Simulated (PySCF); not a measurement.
Constitutional and geometric isomers with formula CH6OSi2. Isolated molecules, 0 K electronic values unless said otherwise. One relaxed conformer stands for each flexible species; it need not be the lowest. Strings in code marks are SMILES.

The numbers are results of PySCF with TPSSh-D3(BJ)/def2-TZVP // B3LYP-D3(BJ)/def2-TZVP, not measurements. Excitations are Tamm–Dancoff values on a coarser integration grid. The basis has no diffuse functions, so Rydberg states are missing or too high.

```tsv
species	S1 excitation (TDA) (eV)	T1 excitation (TDA) (eV)	S1 oscillator strength
`[SiH2](C=O)[SiH3]` (O–C–Si–Si torsion 94°)	3.32	2.55	0.008
`[SiH2]1[SiH2]C1O` (H–O–C–Si torsion 63°)	4.97	4.19	0.012
`C/[SiH]=[SiH]/O` (Si–Si–O–H torsion 129°)	3.79	1.49	0.001
`O/[SiH]=[SiH]\C` (Si–Si–O–H torsion 132°)	3.81	1.52	0.040
`C[SiH2][SiH]=O` (C–Si–Si–O torsion 0°)	3.55	3.02	0.002
`O/[SiH]=C/[SiH3]` (H–O–Si–C torsion 180°)	4.96	3.27	0.024
```
